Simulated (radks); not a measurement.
The numbers below are computed, except where a source is named.
Initial-state core-level shifts of neutral hafnium when its valence configuration changes from [Xe] 4f14 5d2 6s2. Level of theory: Dirac Kohn-Sham, BLYP, spin-unpolarised, spherical densities, finite nucleus; open shells fill j = l - 1/2 first; Fermi nuclear charge, rms radius 5.347 fm (a radial shooting solver on a logarithmic mesh with Libxc functionals). Shifts are changes of the shell-averaged eigenvalues in eV (positive: less bound); the change of the density at the nucleus, which sets a Mossbauer isomer shift, is in e/bohr^3, on a base of 1.209e+06.

valence	2s	3s	4p	5p	density at nucleus
4f14 5d2 6s1 6p1	-1.234	-1.234	-1.237	-1.228	-50.7
4f14 5d1 6s2 6p1	-3.301	-3.259	-3.279	-3.127	+25.5
4f14 5d3 6s1	+1.430	+1.408	+1.423	+1.350	-63.2
4f14 6s2 6p2	-7.039	-6.928	-6.967	-6.556	+56.2
4f14 5d2 6p2	-2.370	-2.370	-2.377	-2.355	-108.3
4f12 5d4 6s2	-17.926	-20.386	-18.410	-5.892	+145.1
4f12 5d1 6s2 6p3	-30.723	-32.985	-30.967	-17.218	+248.7
4f14 5d4	+2.362	+2.329	+2.357	+2.244	-117.0
4f13 5d2 6s2 6p1	-12.205	-13.304	-12.485	-6.350	+98.2
